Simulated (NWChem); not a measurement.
**Basis-set convergence for HBF2O**

SMILES: OB(F)F
```xyz
5

B      0.0122     0.0189     0.0000
F     -1.3238    -0.0827     0.0000
F      0.5532     1.2336     0.0000
O      0.8201    -1.0691     0.0000
H      0.3133    -1.9004     0.0000
```
Charge 0, spin multiplicity 1.

Everything below was run with NWChem. The geometry was optimised at PBE/def2-SVP, a minimum by its harmonic frequencies. It is one conformer; others weren't searched.

Quantity: LUMO energy at the level PBE.

The Pople sets run with spherical d functions. The structure started from a generated list of species.

Question: In cc-pVQZ the value is -0.48 eV. Among STO-3G, 3-21G, cc-pVDZ, 6-311++G**, def2-SVPD, aug-pcseg-1, aug-cc-pVDZ, def2-TZVP, cc-pVTZ, which is the smallest basis within 0.1 eV of it?

Answer: def2-TZVP, with 130 functions against 250 and about 4 % of the time. cc-pVQZ isn't the basis-set limit itself, and a small set can land close by cancellation.

| basis | functions | LUMO energy (eV) |
|---|---|---|
| STO-3G | 21 | 4.50 |
| 3-21G | 38 | 0.88 |
| cc-pVDZ | 61 | 0.37 |
| 6-311++G** | 95 | -1.10 |
| def2-SVPD | 97 | -0.94 |
| aug-pcseg-1 | 101 | -1.13 |
| aug-cc-pVDZ | 101 | -1.12 |
| def2-TZVP | 130 | -0.57 |
| cc-pVTZ | 134 | -0.18 |
| cc-pVQZ | 250 | -0.48 |
